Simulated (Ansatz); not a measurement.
Zn6O6H18⁻. Charge -1, multiplicity 2. Geometry PBE-D4/def2-SVP, that of the neutral singlet; atoms count from 1.

Cartesian coordinates in Å:
```
O 1.857 -0.792 -0.263
Zn 1.214 -1.231 1.629
Zn 2.165 1.274 0.096
O 1.034 0.894 1.758
O -0.825 -1.127 1.503
Zn -0.973 0.883 2.160
Zn 0.961 -0.547 -2.085
O 0.816 1.479 -1.429
O -1.042 -0.545 -1.666
Zn -2.183 -0.943 -0.016
Zn -1.226 1.563 -1.545
O -1.882 1.142 0.346
H 4.708 -0.264 -0.454
H 2.705 -1.255 -0.409
H 1.969 -2.192 2.594
H 5.057 -0.929 -0.629
H 3.512 2.055 0.147
H 1.494 1.275 2.530
H -1.198 -1.736 2.170
H -2.040 -1.165 4.110
H -2.174 -1.901 4.297
H -1.573 1.416 3.495
H 1.560 -1.088 -3.417
H 1.180 2.121 -2.068
H -1.511 -0.896 -2.449
H -2.599 0.349 -3.949
H -3.529 -1.725 -0.067
H -1.982 2.523 -2.512
H -2.781 -0.271 -4.370
H -2.714 1.633 0.493
```

Single mean-field runs in def2-TZVP are fitted with def2-universal-jkfit. The highest occupied level of the charge -1 doublet lies above zero (up to 1.47 eV). Energy differences disagree on whether the electron is bound (positive means bound): -0.25 eV (vertical, against the charge 0 singlet, at PBE0-D4/def2-TZVP), but 0.12 eV at PBE-D4/def2-TZVP. In the doublet geometry the species has come apart into loosely held pieces.

(1) Estimate the Mulliken populations of the heavy atoms from the PBE0/def2-TZVP orbitals of Ansatz.

(2) Where does the spin sit?

(3) And the Mayer bond orders between heavy atoms (over 0.3)?

Results:

(1) 
```
atom  charge (e)  spin (α − β)  d electrons
  O1       -0.77         -0.03            –
 Zn2        0.39          0.13        10.02
 Zn3        0.47          0.07        10.02
  O4       -0.73         -0.05            –
  O5       -0.77         -0.03            –
 Zn6        0.47          0.08        10.02
 Zn7        0.39          0.13        10.02
  O8       -0.73         -0.05            –
  O9       -0.77         -0.03            –
Zn10        0.39          0.13        10.02
Zn11        0.47          0.07        10.02
 O12       -0.73         -0.05            –
```
Mulliken values depend strongly on the basis.

(2) Summed by element: O -0.22, Zn 0.63, H 0.60, of 1 unpaired in all. Largest on single atoms: Zn7 0.13, Zn2 0.13, Zn10 0.13.

(3) O1–Zn2 0.30 (2.05 Å); O1–Zn7 0.31 (2.05 Å); Zn2–O5 0.31 (2.05 Å); Zn3–O4 0.31 (2.05 Å); Zn3–O8 0.31 (2.05 Å); O4–Zn6 0.31 (2.05 Å); O5–Zn10 0.31 (2.05 Å); Zn6–O12 0.31 (2.05 Å); Zn7–O9 0.31 (2.05 Å); O8–Zn11 0.31 (2.05 Å); O9–Zn10 0.31 (2.05 Å); Zn11–O12 0.31 (2.05 Å).
